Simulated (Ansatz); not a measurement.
Task: Predict a relaxed structure of Si(iPr)H3 (C3H10Si), charge 0, singlet, at PBE0-D4/def2-SVP (Ansatz).

Result: 
```xyz
14

C     0.179    0.387    0.146
C     0.315    0.625   -1.358
C     1.244   -0.577    0.669
Si   -1.564   -0.209    0.595
H     0.302    1.357    0.665
H    -0.420    1.356   -1.731
H     0.171   -0.310   -1.926
H     1.319    1.006   -1.609
H     2.259   -0.206    0.445
H     1.178   -0.720    1.759
H     1.150   -1.570    0.198
H    -2.598    0.753    0.098
H    -1.711   -0.345    2.079
H    -1.824   -1.546   -0.030
```
Point group Cs (tolerance 0.1 Å). This is one stationary point.

Another isomer (singlet) lies 1.02 eV lower at PBE0-D4/def2-TZVP; other spin states weren't run for this one.
